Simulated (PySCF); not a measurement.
Species: C4H10FNSi.
Atom-mapped SMILES: `[F:1][C@@H:2]([SiH3:3])[C@H:4]1[CH2:5][CH2:6][NH:7]1` (hydrogens: H8 on C2; H9, H10, H11 on Si3; H12 on C4; H13, H14 on C5; H15, H16 on C6; H17 on N7)

The geometry is computed with GFN2-xTB (gas phase).

Question: List the bond lengths, angles and torsions at this level.

Answer: 
```
           bond  length (Å)   order
          F1–C2       1.392  single
         C2–Si3       1.923  single
          C2–C4       1.512  single
          C4–C5       1.536  single
          C5–C6       1.533  single
          C6–N7       1.464  single
          C4–N7       1.471  single
          C2–H8       1.094  single
Si3–H9, Si3–H10       1.457  single
        Si3–H11       1.473  single
         C4–H12       1.096  single
         C5–H13       1.087  single
         C5–H14       1.087  single
         C6–H15       1.091  single
         C6–H16       1.094  single
         N7–H17       1.013  single
```

Bonds in one row agree within 0.01 Å and their mean is given. Orders are formal, as drawn. A selection of angles:
```
     angle  degrees
 F1–C2–Si3    110.0
  F1–C2–C4    109.8
  F1–C2–H8    104.9
 Si3–C2–C4    106.0
 Si3–C2–H8    114.8
  C4–C2–H8    111.3
 C2–Si3–H9    110.1
C2–Si3–H11    104.4
H9–Si3–H10    116.0
H9–Si3–H11    108.2
  C2–C4–C5    116.7
  C2–C4–N7    109.2
 C2–C4–H12    111.2
  C5–C4–N7     89.3
 C5–C4–H12    113.8
 N7–C4–H12    115.0
  C4–C5–C6     86.9
 C4–C5–H13    116.2
 C4–C5–H14    112.8
 C6–C5–H13    116.2
 C6–C5–H14    113.5
H13–C5–H14    109.7
  C5–C6–N7     89.6
 C5–C6–H15    116.6
 C5–C6–H16    113.3
 N7–C6–H15    112.6
 N7–C6–H16    114.5
H15–C6–H16    109.2
 C6–N7–H17    116.8
  C4–N7–C6     91.9
 C4–N7–H17    117.4
```

Dihedral angles: F1–C2–C4–C5 155° (antiperiplanar); C2–C4–C5–C6 122° (anticlinal); C4–C5–C6–N7 -11° (synperiplanar); C5–C6–N7–C4 12° (synperiplanar); C2–C4–N7–C6 -130° (anticlinal).

Si3 and N7 aren't drawn bonded (3 bonds apart) but lie 2.59 Å from each other; Cordero's covalent radii sum to 1.82 Å. The 3 C–C bonds span 1.512 Å (C2–C4, drawn single) to 1.536 Å (C4–C5, drawn single), a spread of 0.024 Å. Of the pairs four or more bonds apart, those above aside, Si3···C6 is among the closest relative to their van der Waals radii: 3.56 Å, 94 % of the sum of Bondi's values. N7 (secondary amine nitrogen) is pyramidal (angles 117.4°, 116.8° and 91.9°, sum 326.1°, 0.42 Å off the plane of its three neighbours). The 4-membered ring C4–C5–C6–N7 has internal angles of 86.9° to 91.9°; it is puckered, 0.07 Å rms from its mean plane, widest ring torsion 12°. Si3 (SiH3 silicon) is distorted tetrahedral (angles from 104.4° to 116.0°).

Point group: C1 (no symmetry element, even within 0.4 Å). No GFN2-xTB frequencies stand behind this structure, so it isn't proved a minimum. The numbers are those of one conformer.
